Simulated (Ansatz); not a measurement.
Relaxation of CH7F2NSi (12 atoms, charge 0, multiplicity 1), to a largest force component of 0.03 eV/Å in at most 50 steps.

Theory: Ansatz 0.2.0, RKS PBE-D4/def2-SVP.

```xyz
12
Properties=species:S:1:pos:R:3
Si -0.812 0.878 0.490
N 0.435 0.028 -0.446
C 0.144 -1.190 -1.190
F -2.148 1.160 -0.406
F -0.209 2.334 0.889
H -1.270 0.124 1.686
H 1.312 0.146 1.705
H 1.212 0.534 2.288
H 1.142 0.631 -0.875
H -0.360 -1.026 -2.172
H -0.520 -1.848 -0.592
H 1.073 -1.770 -1.378
```

Task: Where does it end, and by what steps?

Result: It converged. The force dipped under the threshold on the way, but the program's further checks kept it going. After 22 steps the energy has fallen by 0.275 eV; H8 moved furthest, 1.54 Å.

| step | energy less start (eV) | largest force component (eV/Å) | accepted |
| --- | --- | --- | --- |
| 0 | 0.0000 | 2.309 | yes |
| 1 | -0.1660 | 0.586 | yes |
| 2 | -0.2124 | 0.269 | yes |
| 3 | -0.2353 | 0.147 | yes |
| 4 | -0.2307 | 0.275 | no |
| 5 | -0.2410 | 0.060 | yes |
| 6 | -0.2457 | 0.096 | yes |
| 7 | -0.2500 | 0.309 | yes |
| 8 | -0.2544 | 0.335 | yes |
| 9 | -0.2595 | 0.287 | yes |
| 10 | -0.2628 | 0.351 | yes |
| 11 | -0.2658 | 0.186 | yes |
| 12 | -0.2662 | 0.150 | yes |
| 13 | -0.2700 | 0.060 | yes |
| 14 | -0.2716 | 0.111 | yes |
| 15 | -0.2724 | 0.101 | yes |
| 16 | -0.2730 | 0.055 | yes |
| 17 | -0.2738 | 0.045 | yes |
| 18 | -0.2742 | 0.073 | yes |
| 19 | -0.2745 | 0.069 | yes |
| 20 | -0.2748 | 0.035 | yes |
| 21 | -0.2749 | 0.018 | yes |
| 22 | -0.2750 | 0.011 | yes |

```xyz
12
Properties=species:S:1:pos:R:3
Si -1.227 1.024 0.228
N 0.144 0.245 -0.440
C 0.204 -1.154 -0.837
F -2.278 1.619 -0.872
F -0.705 2.338 1.037
H -1.984 0.086 1.102
H 1.856 -0.050 1.480
H 2.454 -0.284 1.906
H 0.900 0.828 -0.811
H 0.094 -1.307 -1.934
H -0.615 -1.718 -0.345
H 1.157 -1.627 -0.515
```

Time of the run: 53 s on 2 threads of Arm Neoverse V1, with other jobs on the host, peak memory 0.15 GiB.
